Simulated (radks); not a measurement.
Isoelectronic series with 46 electrons, each ion in its NIST ground configuration. Method: scalar-relativistic Kohn-Sham, PBE, spin-polarised, spherical densities, point nucleus; computed with a radial shooting solver on a logarithmic mesh with Libxc functionals. Total energies (hartree) and orbital eigenvalues (hartree):

ion	configuration	E (hartree)	4d	4p	4s
Pd	[Kr] 4d10	-5045.89144	-0.14875	-1.88153	-3.13589
Cd2+	[Kr] 4d10	-5593.68372	-1.11878	-3.15676	-4.58725
Sn4+	[Kr] 4d10	-6173.78743	-2.48741	-4.85240	-6.48002
Te6+	[Kr] 4d10	-6786.34991	-4.17989	-6.88246	-8.72596
Xe8+	[Kr] 4d10	-7431.63452	-6.16834	-9.21694	-11.29452
Ba10+	[Kr] 4d10	-8109.9681	-8.43891	-11.84205	-14.17249
Ce12+	[Kr] 4d10	-8821.7242	-10.98365	-14.75057	-17.35393
Nd14+	[Kr] 4d10	-9567.3169	-13.79762	-17.93855	-20.83663
Sm16+	[Kr] 4d10	-10347.1983	-16.87755	-21.40387	-24.62057
Gd18+	[Kr] 4d10	-11161.8588	-20.22125	-25.14554	-28.70723
Dy20+	[Kr] 4d10	-12011.8277	-23.82724	-29.16336	-33.09915
Er22+	[Kr] 4d10	-12897.6753	-27.69450	-33.45767	-37.79975
